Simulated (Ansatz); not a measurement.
Computed with Ansatz on PBE0-D4/def2-TZVP structures; ΔE is electronic, products minus reactants. CCSD(T)/CBS is the MP2 limit (def2-TZVPP, def2-QZVPP) plus CCSD(T) − MP2 in def2-TZVPP, frozen cores. Functionals use def2-TZVPP. Open shells (•) are unrestricted, without spin–orbit coupling. Spin–orbit coupling would lower the free atoms: clearly for Br. Bonds to Br are less sure, by a few kJ/mol each and by 10 to 20 or more in all where they break to atoms, as the def2 sets lack core-valence functions. Scalar relativity is left out up to krypton. One conformer a species, not always the lowest.

Consider the homolysis of the Al–Br bond: `[CH3][Al]([SH])[Br]` → `[CH3][Al][SH]`• + Br•.

What is ΔE at CCSD(T)/CBS? (Best estimate.)

The calculation gave: +110.4 kcal/mol.

What do these levels give: LDA (SPW92), BHLYP-D4, B2PLYP, PBE-QIDH, HF/def2-QZVPP, SCS-MP2/def2-QZVPP? (Estimate.)

Computed: LDA (SPW92) 116.6, BHLYP-D4 103.4, B2PLYP 104.4, PBE-QIDH 107.5, HF/def2-QZVPP 82.5, SCS-MP2/def2-QZVPP 110.0 kcal/mol.

Largest T1 diagnostic among the species: 0.014.

From r2SCAN to r2SCAN0 (25 % exact exchange), in def2-TZVPP and without D4, ΔE moves by −1.0 kcal/mol: exact exchange takes away binding that semilocal exchange gives to molecules. In def2-TZVPP, CCSD(T) changes the Hartree–Fock value by +23.0 kcal/mol (the triples alone add +1.9 kcal/mol) and MP2 by +27.2 kcal/mol; breaking electron pairs costs correlation energy, which Hartree–Fock lacks.
